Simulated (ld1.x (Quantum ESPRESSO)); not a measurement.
# Before and after: RRKJ potential for nitrogen (N)

N (Z = 7), norm-conserving RRKJ (Kleinman–Bylander form), made with ld1.x (Quantum ESPRESSO) 7.5 (LDA (PZ), scalar-relativistic). Core [He], reference 2s2 2p2 (charge +1). Waves: 2s (bound): rc 1.10 bohr; 3d channel at 0.45 Ry: rc 2.20 bohr; 2p (bound): rc 2.05 bohr. Local part: the p channel. Core correction: Bessel-smoothed model core inside 0.55 bohr. rho0 = 0.001.

All-electron outer shells of the reference configuration (LDA (PZ), scalar-relativistic, ld1.x):

```
shell  level (eV)  outermost node (bohr)  outermost maximum (bohr)
   2s      -32.25                   0.32                      0.99
   2p      -20.82                      –                      0.91
```

Change: functional PBE.

Cutoffs: the cutoffs (Ry, on a coarse ladder) from which the occupation-weighted sum of valence levels, in a spherical-Bessel basis at the reference potential, stays within 10 and 1 mRy of its value at 400 Ry; they do not see the model core or the augmentation charge, which bear on the density cutoff. Errors are all-electron minus pseudo energies relative to the spin-unpolarised reference configuration.

What does the change do?

The potential gets neither clearly harder nor softer (90 Ry and 110 Ry → 90 Ry and 110 Ry); the number of tests with a reliable result goes from 9 to 7; of the 7 tests that both files solve, the error grows in 0 and shrinks in 4 by more than 15 % and 0.3 meV (median size 153.7 → 153.3 meV); neither file shows a bound ghost.

```tsv
quantity	base	changed
cutoff, loose	90 Ry	90 Ry
cutoff, tight	110 Ry	110 Ry
bound ghosts	none	none
error for 2s2 2p3, meV [ΔE -13.73 → -13.59 eV]	+6.8	+3.3
error for 2s2 2p1, meV [ΔE 28.97 → 28.85 eV]	+154	+153
error for 2s2 2p0, meV [ΔE 76.13 → 75.94 eV]	+1116	+1148
error for 2s0 2p5, meV [ΔE 8.72 → 9.45 eV]	+246	+191
error for 2s1 2p0, meV [ΔE 153.61 → 153.75 eV]	+2088	+2184
error for 2s1 2p4, meV [ΔE -2.53 → -2.08 eV]	+117	+99
error for 2s1 2p3, meV [ΔE 11.45 → 11.78 eV]	+18	+4.8
s: phases at 2.39 bohr within 0.05 rad from the reference energy up to (Ry; the scan ends near 5)	-0.2	-0.1
p: phases at 2.39 bohr within 0.05 rad from the reference energy up to (Ry; the scan ends near 5)	-0.0	0.0
d: phases at 2.39 bohr within 0.05 rad from the reference energy up to (Ry; the scan ends near 5)	3.0	3.0
```
